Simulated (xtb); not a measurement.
C4H7, doublet, at a GFN2-xTB geometry; GFN1-xTB (xtb 6.7.1).

Here is a job for xtb.
```
$ xtb mol.xyz --gfn 1 --uhf 1 --ohess --json

# file mol.xyz
11

C     -0.01583438     0.01152779     1.49894858
C     -0.00222843     0.02374520     0.20492787
H     -0.02223869    -0.69129602     2.29786866
C      0.00269449     1.29161997    -0.60733811
H     -0.00662782     2.16401956     0.03942821
H      0.89090871     1.32760594    -1.23693731
H     -0.87224194     1.32254452    -1.25552371
C      0.01033407    -1.24161286    -0.64220029
H      0.00629703    -2.13018294    -0.01726348
H     -0.86735589    -1.25472468    -1.28612343
H      0.90146410    -1.24964698    -1.26747727
```

Output, abridged:

```
   ID    Z sym.   atoms
    1    6 C      1, 2, 4, 8
    2    1 H      3, 5-7, 9-11

           -------------------------------------------------
          |                Calculation Setup                |
           -------------------------------------------------

           -------------------------------------------------
          |                 G F N 1 - x T B                 |
           -------------------------------------------------

          ...................................................
          :                      SETUP                      :
          :.................................................:
          :  # basis functions                  30          :
          :  # atomic orbitals                  30          :
          :  # shells                           22          :
          :  # electrons                        23          :
          :  # halogen bonds                     0          :
          :  max. iterations                   250          :
          :  Hamiltonian                  GFN1-xTB          :
          :  restarted?                      false          :
          :  GBSA solvation                  false          :
          :  PC potential                    false          :
          :  electronic temp.          300.0000000     K    :
          :  accuracy                    1.0000000          :
          :  -> integral cutoff          0.2500000E+02      :
          :  -> integral neglect         0.1000000E-07      :
          :  -> SCF convergence          0.1000000E-05 Eh   :
          :  -> wf. convergence          0.2000000E-04 e    :
          :  Broyden damping             0.4000000          :
          :  net charge                          0          :
          :  unpaired electrons                  1          :
          ...................................................

 iter      E             dE          RMSdq      gap      omega  full diag
   1    -12.2959355 -0.122959E+02  0.827E+00    3.98       0.0  T
   2    -12.3141122 -0.181767E-01  0.500E+00    3.62       1.0  T
   3    -12.3129180  0.119422E-02  0.865E-01    3.88       1.0  T
   4    -12.3157290 -0.281102E-02  0.195E-01    3.72       1.0  T
   5    -12.3158347 -0.105689E-03  0.170E-02    3.72       1.8  T
   6    -12.3158366 -0.191615E-05  0.148E-03    3.71      20.3  T
   7    -12.3158366 -0.686908E-08  0.212E-04    3.71     142.5  T
   8    -12.3158366 -0.133490E-09  0.596E-05    3.71     505.9  T
   9    -12.3158366 -0.259348E-11  0.120E-05    3.71    2504.6  T

   *** convergence criteria satisfied after 9 iterations ***

         :::::::::::::::::::::::::::::::::::::::::::::::::::::
         ::                     SUMMARY                     ::
         :::::::::::::::::::::::::::::::::::::::::::::::::::::
         :: total energy             -12.110408119227 Eh    ::
         :: gradient norm              0.007495668951 Eh/a0 ::
         :: HOMO-LUMO gap              3.712816845205 eV    ::
         ::.................................................::
         :: SCC energy               -12.315836598076 Eh    ::
         :: -> electrostatic           0.001228729010 Eh    ::
         :: repulsion energy           0.208503850499 Eh    ::
         :: dispersion energy         -0.003075371650 Eh    ::
         :: halogen bond corr.         0.000000000000 Eh    ::
         :: add. restraining           0.000000000000 Eh    ::
         :: total charge              -0.000000000000 e     ::
         :::::::::::::::::::::::::::::::::::::::::::::::::::::

      -----------------------------------------------------------
     |                   =====================                   |
     |                        A N C O P T                        |
     |                   =====================                   |
     |               Approximate Normal Coordinate               |
     |                Rational Function Optimizer                |
[...]
 * total energy  :   -12.1104081 Eh     change       -0.7673862E-12 Eh
 * total energy  :   -12.1105023 Eh     change       -0.9418884E-04 Eh
 * total energy  :   -12.1105108 Eh     change       -0.8454443E-05 Eh
 * total energy  :   -12.1105127 Eh     change       -0.1938179E-05 Eh
   *** GEOMETRY OPTIMIZATION CONVERGED AFTER 4 ITERATIONS ***
         :: total energy             -12.110512700690 Eh    ::
[...]
  33:  2.58
 Raman intensities (Ä⁴*amu⁻¹)
   1:  0.00   2:  0.00   3:  0.00   4:  0.00   5:  0.00   6:  0.00   7:  0.00   8:  0.00
   9:  0.00  10:  0.00  11:  0.00  12:  0.00  13:  0.00  14:  0.00  15:  0.00  16:  0.00
  17:  0.00  18:  0.00  19:  0.00  20:  0.00  21:  0.00  22:  0.00  23:  0.00  24:  0.00
  25:  0.00  26:  0.00  27:  0.00  28:  0.00  29:  0.00  30:  0.00  31:  0.00  32:  0.00
  33:  0.00
 output can be read by thermo (or use thermo option).
 writing <g98.out> molden fake output.
 recommended (thermochemical) frequency scaling factor: 1.0
           -------------------------------------------------
          |             Thermodynamic Functions             |
           -------------------------------------------------

cs  symmetry found (for desy threshold:  0.10E+00) used in thermo

          ...................................................
          :                      SETUP                      :
          :.................................................:
          :  # frequencies                          27      :
          :  # imaginary freq.                       0      :
          :  linear?                             false      :
          :  only rotor calc.                    false      :
          :  symmetry                               cs      :
          :  rotational number                       1      :
          :  scaling factor                  1.0000000      :
          :  rotor cutoff                   50.0000000 cm⁻¹ :
          :  imag. cutoff                  -20.0000000 cm⁻¹ :
          :.................................................:

    mode    ω/cm⁻¹     T·S(HO)/kcal·mol⁻¹    T·S(FR)/kcal·mol⁻¹   T·S(vib)
   ------------------------------------------------------------------------
       1    106.81    -0.99166 ( 95.42%)    -0.83104 (  4.58%)    -0.98430
       2    139.45    -0.83821 ( 98.37%)    -0.75219 (  1.63%)    -0.83681
   ------------------------------------------------------------------------

   temp. (K)  partition function   enthalpy   heat capacity  entropy
                                   cal/mol     cal/K/mol   cal/K/mol   J/K/mol
 298.15  VIB   10.3                 1845.671     13.138     10.788
         ROT  0.429E+05              888.752      2.981     24.180
         INT  0.440E+06             2734.423     16.119     34.968
         TR   0.396E+27             1481.254      4.968     37.924
         TOT                        4215.6772    21.0871    72.8923   304.9816

       T/K    H(0)-H(T)+PV         H(T)/Eh          T*S/Eh         G(T)/Eh
   ------------------------------------------------------------------------
    298.15    0.671811E-02    0.990990E-01    0.346335E-01    0.644655E-01
   ------------------------------------------------------------------------

         :::::::::::::::::::::::::::::::::::::::::::::::::::::
         ::                  THERMODYNAMIC                  ::
         :::::::::::::::::::::::::::::::::::::::::::::::::::::
         :: total free energy         -12.046047230759 Eh   ::
         ::.................................................::
         :: total energy              -12.110512700690 Eh   ::
         :: zero point energy           0.092380867423 Eh   ::
         :: G(RRHO) w/o ZPVE           -0.027915397491 Eh   ::
         :: G(RRHO) contrib.            0.064465469931 Eh   ::
         :::::::::::::::::::::::::::::::::::::::::::::::::::::

optimized geometry written to: xtbopt.xyz

           -------------------------------------------------
          | TOTAL ENERGY              -12.110512700690 Eh   |
          | TOTAL ENTHALPY            -12.011413723999 Eh   |
          | TOTAL FREE ENERGY         -12.046047230759 Eh   |
          | GRADIENT NORM               0.000579145980 Eh/α |
          | HOMO-LUMO GAP               3.709956725609 eV   |
           -------------------------------------------------

normal termination of xtb
```
